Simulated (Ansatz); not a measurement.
Consider the formal exchange of groups at a C–F bond: `FC1(S)CO1` + SiH₄ → `[SiH3]C1(S)CO1` + H–F.

Gas-phase electronic energies from Ansatz, PBE0-D4/def2-TZVP geometries. CBS: MP2 limit from def2 TZ/QZ plus the TZ coupled-cluster correction, frozen cores. This one scheme is used for every species. Functionals use def2-TZVPP. B3LYP here is the variant with VWN-RPA as its local correlation; programs differ in this. One conformer a species, not always the lowest.

CCSD(T)/CBS gives -55.7 kJ/mol.

(1) Another level gave -38.8 kJ/mol. Which?
A. B3LYP-D4/def2-TZVPP
B. BLYP/def2-TZVPP
C. B97M-V/def2-TZVPP
D. r2SCAN-D4/def2-TZVPP

Largest T1 diagnostic among the species: 0.013.

Results:

(1) A. B3LYP-D4 -38.8, r2SCAN-D4 -34.6, B97M-V -29.1, BLYP -24.0 kJ/mol.

The D4 term adds −11.9 kJ/mol with B3LYP and −6.5 kJ/mol with PBE0; it sums over pairs of atoms, weighted by their polarisabilities, and B3LYP, whose exchange is more repulsive, gets the larger term. At CCSD(T), def2-SVP lies +38.9 kJ/mol from the extrapolated value and def2-TZVPP +8.9 kJ/mol. In def2-TZVPP, CCSD(T) changes the Hartree–Fock value by −29.6 kJ/mol (the triples alone add −3.3 kJ/mol) and MP2 by −43.2 kJ/mol.
